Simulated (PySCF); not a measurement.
**State search for BiH**

Unrestricted PBE0; basis Bi def2-SVPD with ECP60, H def2-SVPD; scalar-relativistic core potentials; PySCF 2.14. Outer shells of the fragments: Bi 5d10 6s2 6p3; H 1s1.

Followed along the bond (rough minima from three points):

| 2Ms+1 | unpaired | ⟨S²⟩ at the start | R at minimum (Å) | Te (eV) |
| --- | --- | --- | --- | --- |
| 3 | π ↑↑ | 2.01 | 1.80 | 0.00 |
| 1 | π ↑↓ | 1.00 | 1.80 | 0.35 |
| 1 | none | 0.00 | 1.80 | 1.27 |
| 5 | σ ↑↑, π ↑↑ | 6.00 | none in the scan | ≤ 4.63 |

Solutions found at the starting distance of 1.780 Å, counted from the lowest of them; the search is not exhaustive and high or unbound solutions are not listed, so other states can lie among these:

| 2Ms+1 | unpaired | term | E (eV) | ⟨S²⟩ | ⟨Lz²⟩ | μ (D) |
| --- | --- | --- | --- | --- | --- | --- |
| 3 | π ↑↑ | ³Σ⁻ | 0.00 | 2.01 | 0.00 | -0.64 |
| 1 | π ↑↓ | mixed | 0.35 | 1.00 | 2.01 | -0.63 |
| 1 | none | mixed | 1.27 | 0.00 | 2.00 | -0.62 |
| 3 | σ ↑, π ↑ | ³Π | 3.75 | 2.01 | 1.00 | 0.58 |
| 1 | σ ↓, π ↑ | mixed | 3.94 | 1.01 | 1.00 | 0.58 |
| 3 | σ ↑, π ↑ | ³Π | 4.48 | 2.00 | 1.00 | 0.39 |
| 1 | σ ↓, π ↑ | mixed | 4.61 | 1.01 | 1.00 | 0.54 |
| 5 | σ ↑↑, π ↑↑ | ⁵Σ⁻ | 5.39 | 6.00 | 0.00 | 1.10 |
| 3 | σ ↑↑, π ↑↓ | mixed | 6.14 | 3.01 | 2.01 | 1.21 |
| 1 | σ ↓↓, π ↑↑ | mixed | 6.21 | 2.01 | 0.00 | 1.31 |

A term symbol is given only where ⟨S²⟩ and ⟨Lz²⟩ are close to those of a pure state; real π, δ and φ orbitals otherwise mix terms. A positive dipole means Bi(−)H(+).

Spin–orbit coupling is left out, which matters for elements this heavy, above all for dissociation energies. Counting both spins, an empty level lies below a filled one in some of these solutions, because spin and occupation are held.
